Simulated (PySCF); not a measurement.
```xyz
4
charge 0 multiplicity 3, angstrom
Mo    0.0000    0.0000    0.6519
S     0.0000    0.0000    2.7459
I     2.3183    0.0000   -0.5932
I    -2.3183    0.0000   -0.5932
```

All numbers come from UB3LYP/[Mo def2-SVP with ECP28, S def2-SVP, I def2-SVP with ECP28], scalar-relativistic core potentials, density fitting, no spin–orbit coupling, PySCF.

This geometry of MoSI₂ is a stationary point at this level.

(1) What is the point group?

(2) Is it a minimum?

(3) Which band is strongest in the infrared?

(4) What are the dipole moment and the gap between the highest occupied and lowest empty levels of either spin?

(5) Give the ideal-gas entropy at 298.15 K and 1 bar by parts.

Results:

(1) C2v.

(2) Yes: all harmonic wavenumbers are real, though the softest, 53 cm⁻¹, leaves little margin.

(3) 266 cm⁻¹ (b2), 55 km/mol.

(4) 0.12 D and 2.47 eV.

(5) translation 183.1, rotation 128.4, vibration 71.5, spin 9.1; total 392.0 J/(mol K).

This need not be the most stable arrangement of these atoms. With open d or f shells other occupations or spin states may lie lower. With an element this heavy the missing spin–orbit coupling can shift these numbers.
